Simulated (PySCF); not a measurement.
From one molecule to another.

First species: C₅H₁₀N₂OSi.
Atom-mapped SMILES: `[CH3:1][O:2][c:3]1[cH:4][cH:5][cH:6][n:7]1[SiH2:8][NH2:9]` (hydrogens: H10, H11, H12 on C1; H13 on C4; H14 on C5; H15 on C6; H16, H17 on Si8; H18, H19 on N9)

Structure used (PBE0-D3(BJ)/def2-SVP), in Å, numbered top down from 1:
```
atom  x, y, z in Å
C1    -2.494   -1.641   -0.118
O2    -1.130   -1.328   -0.069
C3    -0.823   -0.021   -0.154
C4    -1.582    1.120   -0.289
C5    -0.647    2.203   -0.324
C6     0.612    1.673   -0.212
N7     0.508    0.292   -0.106
Si8    1.838   -0.888    0.067
N9     3.355   -0.086    0.123
H10   -3.044   -1.167    0.714
H11   -2.946   -1.311   -1.071
H12   -2.580   -2.731   -0.034
H13   -2.666    1.182   -0.354
H14   -0.888    3.260   -0.423
H15    1.589    2.151   -0.194
H16    1.630   -1.629    1.338
H17    1.818   -1.790   -1.115
H18    3.651    0.425    0.946
H19    3.791    0.274   -0.717
```

Second species: C₅H₁₀N₂OSi.
SMILES: `C=N[Si@H](C)OCCC#N`

Levels: PBE0/def2-SVPD for dipole moment, HOMO energy, LUMO energy, HOMO–LUMO gap, static isotropic polarisability and electronic spatial extent ⟨r²⟩ about the centre of nuclear charge; TDDFT PBE0/def2-SVPD for lowest singlet excitation; TDA PBE0/def2-SVPD for lowest triplet excitation (Tamm–Dancoff); ΔSCF PBE0/def2-SVPD for vertical ionisation energy; PBE0-D3(BJ)/def2-SVP for rotational constant A and rotational constant C. Geometries: PBE0-D3(BJ)/def2-SVP. All species are isolated and taken at one optimised geometry, non-relativistic unless stated; the electronic structure was computed with PySCF and density fitting.

Dipoles, sizes and rotational constants follow the conformer. The torsions of the flexible species, by atom-mapped SMILES:
- `[CH3:1][O:2][c:3]1[cH:4][cH:5][cH:6][n:7]1[SiH2:8][NH2:9]`: C1–O2–C3–C4 0°, C6–N7–Si8–N9 1°, H–N9–Si8–N7 74°, H–N9–Si8–N7 -77°
- `[CH2:1]=[N:2][Si@H:3]([CH3:4])[O:5][CH2:6][CH2:7][C:8]#[N:9]`: C1–N2–Si3–C4 -122°, N2–Si3–O5–C6 -23°, Si3–O5–C6–C7 -90°, O5–C6–C7–C8 67°

| property | column X | column Y |
| --- | --- | --- |
| dipole moment | 2.13 D | 0.58 D |
| HOMO energy | -7.06 eV | -5.46 eV |
| LUMO energy | -0.96 eV | 0.21 eV |
| HOMO–LUMO gap | 6.10 eV | 5.67 eV |
| lowest singlet excitation | 4.04 eV | 4.75 eV |
| lowest triplet excitation (Tamm–Dancoff) | 3.42 eV | 4.06 eV |
| static isotropic polarisability | 97.7 au | 103.4 au |
| vertical ionisation energy | 9.04 eV | 7.28 eV |
| electronic spatial extent ⟨r²⟩ about the centre of nuclear charge | 1520 bohr² | 1565 bohr² |
| rotational constant A | 1.882 GHz | 2.183 GHz |
| rotational constant C | 0.809 GHz | 0.733 GHz |

Question: Which column belongs to which species?

Answer: Column X is the second species and column Y the first. The first has 19 atoms and 76 electrons, the second 19 and 76.

Question: How does each property change from the first species to the second?

Answer: dipole moment +1.55 D; HOMO energy -1.60 eV; LUMO energy -1.17 eV; HOMO–LUMO gap +0.43 eV; lowest singlet excitation -0.71 eV; lowest triplet excitation (Tamm–Dancoff) -0.64 eV; static isotropic polarisability -5.7 au; vertical ionisation energy +1.76 eV; electronic spatial extent ⟨r²⟩ about the centre of nuclear charge -45 bohr²; rotational constant A -0.301 GHz; rotational constant C +0.076 GHz.

On the first: The principal polarisabilities are 74.8, 112.4 and 123.1 au; their mean is the isotropic value. The polarisability is 15.33 Å³ as a volume (1 au = 0.148185 Å³), or 1.36 au for each of the 76 electrons.

On the second: S1 lies 2.06 eV below the HOMO–LUMO gap; its leading configuration is HOMO→LUMO, weight 0.98. The 10 singlets span 4.04 to 7.37 eV, and their oscillator strengths add up to 0.12.
